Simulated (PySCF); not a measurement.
Computed IR spectrum (relative IR intensity) of a molecule C3H8OSe. Geometry optimised at PBE-D3(BJ)/def2-SVP. One conformer was computed; it need not be the lowest. These are PBE-D3(BJ)/def2-SVP (PySCF) values and carry that method's errors. Frequencies are harmonic and unscaled.

```json
[
 {"ν (cm⁻¹)": "93", "relative intensity": "3.2"},
 {"ν (cm⁻¹)": "197", "relative intensity": "5.8"},
 {"ν (cm⁻¹)": "541", "relative intensity": "5.7"},
 {"ν (cm⁻¹)": "561", "relative intensity": "22"},
 {"ν (cm⁻¹)": "709", "relative intensity": "7.1"},
 {"ν (cm⁻¹)": "938", "relative intensity": "9.1"},
 {"ν (cm⁻¹)": "1036", "relative intensity": "100"},
 {"ν (cm⁻¹)": "1139", "relative intensity": "12"},
 {"ν (cm⁻¹)": "1197", "relative intensity": "10"},
 {"ν (cm⁻¹)": "1215", "relative intensity": "14"},
 {"ν (cm⁻¹)": "1333", "relative intensity": "5.0"},
 {"ν (cm⁻¹)": "1379", "relative intensity": "6.1"},
 {"ν (cm⁻¹)": "1389", "relative intensity": "5.3"},
 {"ν (cm⁻¹)": "1397", "relative intensity": "3.7"},
 {"ν (cm⁻¹)": "1408", "relative intensity": "12"},
 {"ν (cm⁻¹)": "1424", "relative intensity": "5.9"},
 {"ν (cm⁻¹)": "1435", "relative intensity": "14"},
 {"ν (cm⁻¹)": "2916", "relative intensity": "81"},
 {"ν (cm⁻¹)": "2968", "relative intensity": "25"},
 {"ν (cm⁻¹)": "2979", "relative intensity": "10"},
 {"ν (cm⁻¹)": "2991", "relative intensity": "49"},
 {"ν (cm⁻¹)": "3032", "relative intensity": "20"},
 {"ν (cm⁻¹)": "3054", "relative intensity": "16"},
 {"ν (cm⁻¹)": "3079", "relative intensity": "13"}
]
```

Which molecule gave these data?
A. CCOC[SeH]
B. C[C@H](O)C[SeH]
C. CC[Se]OC
D. COCC[SeH]

C, CC[Se]OC
